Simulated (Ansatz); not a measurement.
Computed with Ansatz on PBE0-D4/def2-TZVP structures; ΔE is electronic, products minus reactants. CCSD(T)/CBS adds triple-zeta CCSD(T) − MP2 to the extrapolated MP2 energy (def2 sets, frozen cores). This one scheme is used for every species. Functionals use def2-TZVPP.

`[AlH2][C]1([SiH3])BC1` + CH₄ → `CC1([SiH3])BC1` + `[AlH3]`  (formal exchange of groups at a C–Al bond)

CCSD(T)/CBS gives +109.6 kJ/mol.

(1) Another level gave +106.2 kJ/mol. Which?
A. r2SCAN/def2-TZVPP
B. ωB97M-V/def2-TZVPP
C. HF/def2-TZVPP
D. ωB97X-V/def2-TZVPP

Largest T1 diagnostic among the species: 0.013.

Results:

(1) B. ωB97M-V 106.2, r2SCAN 113.7, HF/def2-TZVPP 94.4, ωB97X-V 101.2 kJ/mol.

In def2-TZVPP, CCSD(T) changes the Hartree–Fock value by +13.3 kJ/mol (the triples alone add +3.2 kJ/mol) and MP2 by +18.1 kJ/mol.
